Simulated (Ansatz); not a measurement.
Start from `F[Si](F)(S)[GeH3]` and change one atom or group to get `N[Si](F)(F)S`.

Ansatz, PBE0-D4/def2-TZVP geometries, multiplicity 1. Each molecule was computed in one conformer, which needn't be the lowest.

Scalar relativity is left out up to krypton.

```json
{"property": "HOMO–LUMO gap (B3LYP/def2-TZVPP) / eV", "`F[Si](F)(S)[GeH3]`": "7.16"}
{"property": "size of the dipole moment (ωB97M-V/def2-TZVPP) / D", "`F[Si](F)(S)[GeH3]`": "1.97"}
{"property": "HOMO energy (ωB97M-V/def2-TZVPP) / eV", "`F[Si](F)(S)[GeH3]`": "-10.10"}
{"property": "HOMO–LUMO gap (ωB97M-V/def2-TZVPP) / eV", "`F[Si](F)(S)[GeH3]`": "11.59"}
{"property": "LUMO energy (ωB97M-V/def2-TZVPP) / eV", "`F[Si](F)(S)[GeH3]`": "1.49"}
{"property": "LUMO energy (PBE/def2-TZVPP) / eV", "`F[Si](F)(S)[GeH3]`": "-1.27"}
```

Give the same properties after the change, and the shifts. (Estimate.)

Ansatz gave: 
| property | `N[Si](F)(F)S` | shift |
| --- | --- | --- |
| HOMO–LUMO gap (B3LYP/def2-TZVPP) / eV | 7.73 | 0.57 |
| size of the dipole moment (ωB97M-V/def2-TZVPP) / D | 1.94 | -0.03 |
| HOMO energy (ωB97M-V/def2-TZVPP) / eV | -10.24 | -0.14 |
| HOMO–LUMO gap (ωB97M-V/def2-TZVPP) / eV | 12.20 | 0.61 |
| LUMO energy (ωB97M-V/def2-TZVPP) / eV | 1.96 | 0.47 |
| LUMO energy (PBE/def2-TZVPP) / eV | -0.62 | 0.65 |

The zero-point energy changes by 7.7 kJ/mol with -3 modes. Dipoles are sizes alone; their direction can turn.

Positive LUMOs are unbound, so they and the gaps depend on the basis.

B3LYP here is the variant with VWN-RPA as its local correlation; programs differ in this.
